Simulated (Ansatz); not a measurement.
Start from `FC(F)(F)OB(Cl)Cl` and change one atom or group to get `FC(F)OC(F)(F)F`.

Ansatz, PBE0-D4/def2-TZVP geometries, multiplicity 1. Each molecule was computed in one conformer, which needn't be the lowest.

| property | `FC(F)(F)OB(Cl)Cl` |
| --- | --- |
| HOMO–LUMO gap (PBE/def2-TZVPP) / eV | 5.85 |
| LUMO energy (PBE0/def2-TZVPP) / eV | -1.20 |
| HOMO energy (PBE/def2-TZVPP) / eV | -8.01 |
| LUMO energy (ωB97M-V/def2-TZVPP) / eV | 0.98 |
| HOMO–LUMO gap (B3LYP/def2-TZVPP) / eV | 7.79 |
| size of the dipole moment (B3LYP/def2-TZVPP) / D | 0.49 |

Problem. What does the change do to each property? (An estimate is asked.)

Solution. Computed: 
```
                                        property  `FC(F)OC(F)(F)F`  shift
             HOMO–LUMO gap (PBE/def2-TZVPP) / eV              9.76   3.91
              LUMO energy (PBE0/def2-TZVPP) / eV              1.70   2.90
               HOMO energy (PBE/def2-TZVPP) / eV             -8.94  -0.93
           LUMO energy (ωB97M-V/def2-TZVPP) / eV              3.21   2.23
           HOMO–LUMO gap (B3LYP/def2-TZVPP) / eV             11.92   4.13
size of the dipole moment (B3LYP/def2-TZVPP) / D              1.27   0.78
```

With PBE0 the HOMO falls by 1.44 eV and the LUMO rises by 2.90 eV, so the gap widens by about 4.34 eV. PBE moves the HOMO by -0.93 eV and ωB97M-V by -1.66 eV. The zero-point energy changes by 42.7 kJ/mol with +3 modes. Dipoles are sizes alone; their direction can turn.

Positive LUMOs are unbound, so they and the gaps depend on the basis.

B3LYP here is the variant with VWN-RPA as its local correlation; programs differ in this.
